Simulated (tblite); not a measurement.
Species: C2H10N2Si.
Numbering: `[CH3:1][N:2]([CH3:3])[SiH2:4][NH2:5]` (hydrogens: H6, H7, H8 on C1; H9, H10, H11 on C3; H12, H13 on Si4; H14, H15 on N5)

Cartesian coordinates in Å at the GFN2-xTB level; atoms count from 1:
```
atom  x, y, z in Å
C1    -1.5972   -0.9260   -0.2257
N2    -0.4570   -0.0581   -0.1019
C3    -0.7839    1.1720    0.5740
Si4    1.1392   -0.6968   -0.0852
N5     2.1607    0.6755   -0.3134
H6    -2.4049   -0.4076   -0.7520
H7    -1.9804   -1.2413    0.7541
H8    -1.3262   -1.8146   -0.7895
H9    -1.5360    1.7242    0.0005
H10    0.1093    1.7816    0.6687
H11   -1.1911    0.9881    1.5766
H12    1.6244   -1.2831    1.1735
H13    1.1314   -1.7127   -1.1477
H14    3.1537    0.5198   -0.2661
H15    1.9536    1.2870   -1.0876
```

Computed with GFN2-xTB (tblite): harmonic, unscaled wavenumbers at the GFN2-xTB geometry, gas phase. This tight-binding method is rough: wavenumbers can miss measured ones by several per cent, in bad cases by 10 to 20. Modes of hydrogen on silicon can be 10 to 20 % off. One conformer, not necessarily the lowest.

Harmonic wavenumbers (cm⁻¹): 75.3, 153.8, 198.4, 207.4, 227.8, 275.3, 316.8, 386.2, 527.0, 579.8, 603.3, 684.9, 745.1, 807.3, 854.2, 897.8, 1043.6, 1058.7, 1093.0, 1130.3, 1211.9, 1310.6, 1415.2, 1427.5, 1482.3, 1490.8, 1504.0, 1514.0, 1529.0, 2160.8, 2198.8, 2874.0, 2881.7, 2931.3, 2940.1, 3035.3, 3052.6, 3473.7, 3516.8.

A = 6514, B = 2798, C = 2133 MHz; mass 90.061 u (most abundant isotopes); point group C1, symmetry number 1.

Problem. What is the zero-point energy?

Solution. ½Σν̃ = 26908 cm⁻¹ = 321.89 kJ/mol.

Problem. Entropy at 273.15 K, 1 bar (ideal gas, RRHO, classical rotation)?

Solution. Translation 163.16, rotation 109.85, vibration 74.34: S = 347.4 J/(mol K).

Problem. And Cp and H(273.15 K) − H(0)?

Solution. Cp = 121.47 J/(mol K), of which vibrations give 88.22 (their classical limit is 39 R = 324.3); H(273.15 K) − H(0) = 20.81 kJ/mol without the zero-point energy, 11.73 from vibrations.

Problem. Which modes carry the vibrational entropy at 273.15 K?

Solution. 75.3 cm⁻¹: 16.06; 153.8 cm⁻¹: 10.29; 198.4 cm⁻¹: 8.32; 207.4 cm⁻¹: 7.98; 227.8 cm⁻¹: 7.28; 275.3 cm⁻¹: 5.92 J/(mol K); the other 33 give 18.50 together.

Problem. What must be added to the electronic energy to get the Gibbs energy at 273.15 K and 1 bar?

Solution. ZPE + [H(273.15 K) − H(0)] − T·S = 321.89 + 20.81 − 94.88 = 247.82 kJ/mol.

Problem. Blend soft modes into free rotors: weight 1/[1 + (100 cm⁻¹/ν̃)⁴] for the oscillator and the rest for a rotor with moment μB/(μ + B), μ = h/(8π²ν), B = 10⁻⁴⁴ kg m². What vibrational entropy results?

Solution. 71.92 J/(mol K) in place of 74.34, which changes −T·S at 273.15 K by +0.66 kJ/mol.

Problem. How do the functions run with temperature in this model?

Solution. 
```tsv
T (K)	S (J/(mol K))	Cp (J/(mol K))	H − H(0) (kJ/mol)	G − H(0) (kJ/mol)	ln q(vib)
50	220.9	43.4	1.82	-9.22	0.14
100	257.5	64.6	4.53	-21.23	0.71
298.15	358.3	129.1	23.94	-82.89	4.25
373.15	389.7	151.1	34.46	-110.96	5.68
500	438.6	183.6	55.75	-163.54	8.08
750	522.7	231.4	108.03	-284.01	12.67
1000	594.1	264.2	170.23	-423.84	16.95
```

q(vib) and H(0) count from the zero-point level.

Hindered rotation and anharmonicity are outside this model. Other conformers, if any are populated, would add a mixing term that is left out. The structure is chiral; the term R ln 2 for an equal mix with its mirror image is left out.

Run on one thread of an x86-64 server (shared host). This covers the Hessian and the dipole derivatives.
